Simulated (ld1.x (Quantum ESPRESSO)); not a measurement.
## What one change does to a pseudopotential (tungsten, PAW)

```
Element                 : tungsten
Generator               : ld1.x (Quantum ESPRESSO) 7.5
Type                    : PAW
Functional              : LDA (PZ)
Relativity              : scalar-relativistic
Frozen core             : [Xe] 4f14
Valence charge          : 6
Reference configuration : 5d4 6s2 6p0
Partial waves           : 6s (bound): rcut 2.85, rcutus 3.10 bohr; 6s channel at 2.3 Ry: rcut 2.85, rcutus 3.10 bohr; 6p (bound, empty): rcut 2.85, rcutus 3.80 bohr; 6p channel at 0.5 Ry: rcut 2.85, rcutus 3.80 bohr; 5d (bound): rcut 1.85, rcutus 2.00 bohr; 5d channel at 1.5 Ry: rcut 1.85, rcutus 2.00 bohr
Local potential         : all-electron potential smoothed inside 3.05 bohr (lloc = -1)
Core correction         : Bessel-smoothed model core inside 1.20 bohr
Augmentation charge     : PSQ, inside the norm-conserving radii
```

Change: core correction a·sin(br)/r model core, default radius (ld1.x builds one for every PAW set, though the input has nlcc=.false.).

Cutoffs: the cutoffs (Ry, on a coarse ladder) from which the occupation-weighted sum of valence levels, in a spherical-Bessel basis at the reference potential, stays within 10 and 1 mRy of its value at 400 Ry; they do not see the model core or the augmentation charge, which bear on the density cutoff. Errors are all-electron minus pseudo energies relative to the spin-unpolarised reference configuration.

Problem. Predict the effect on cutoff, ghosts and configuration errors.

Solution. The potential gets neither clearly harder nor softer (25 Ry and 40 Ry → 25 Ry and 40 Ry); of the 9 tests that both files solve, the error grows in 0 and shrinks in 3 by more than 15 % and 0.3 meV (median size 24.5 → 26.8 meV); neither file shows a bound ghost. A model core, the more so a compact one, raises the density cutoff, which this test does not measure.

```csv
quantity,base,changed
"cutoff, loose",25 Ry,25 Ry
"cutoff, tight",40 Ry,40 Ry
bound ghosts,none,none
"error for 5d4 6s1 6p0, meV [ΔE 9.13 eV]",-3.9,-2.1
"error for 5d4 6s0 6p0, meV [ΔE 25.16 eV]",-17,-5.8
"error for 5d3 6s0 6p0, meV [ΔE 50.86 eV]",-182,-172
"error for 5d5 6s0 6p0, meV [ΔE 9.99 eV]",-35,-30
"error for 5d4 6s0 6p1, meV [ΔE 14.69 eV]",-7.7,-3.9
"error for 5d4.5 6s1.5 6p0, meV [ΔE 0.70 eV]",-6.7,-6.8
"error for 5d2 6s0 6p0, meV [ΔE 88.41 eV]",-771,-779
"error for 5d4 6s2 6p0 (spin-polarised), meV [ΔE -1.93 eV]",-25,-27
"error for 5d4 6s1 6p0 (spin-polarised), meV [ΔE 6.05 eV]",-41,-43
s: phases at 4.12 bohr within 0.05 rad from the reference energy up to (Ry; the scan ends near 5),4.3,4.3
p: phases at 4.12 bohr within 0.05 rad from the reference energy up to (Ry; the scan ends near 5),1.7,1.7
d: phases at 4.12 bohr within 0.05 rad from the reference energy up to (Ry; the scan ends near 5),to the end of the scan,to the end of the scan
lowest overlap eigenvalue by channel,"s 0.63, p 0.54, d 0.96","s 0.63, p 0.54, d 0.96"
```
